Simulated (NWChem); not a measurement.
Two isomers of C$_{2}$H$_{8}$BNO, each optimised at PBE0/def2-SVP with NWChem. Flexible species stand in one conformer each, which need not be the lowest. One or both are not confirmed as a minimum by frequencies.

A: CN(C)BO
B: CNB(C)O

Task: Which is lower in energy, by how much, and how do their other properties compare?

Result: B is lower by 15.9 kcal/mol in electronic energy.
```
                                 A      B
---------------------------  -----  -----
highest occupied level (eV)  -6.79  -6.98
orbital gap (eV)              8.15   8.37
dipole (D)                    2.81   2.58
```
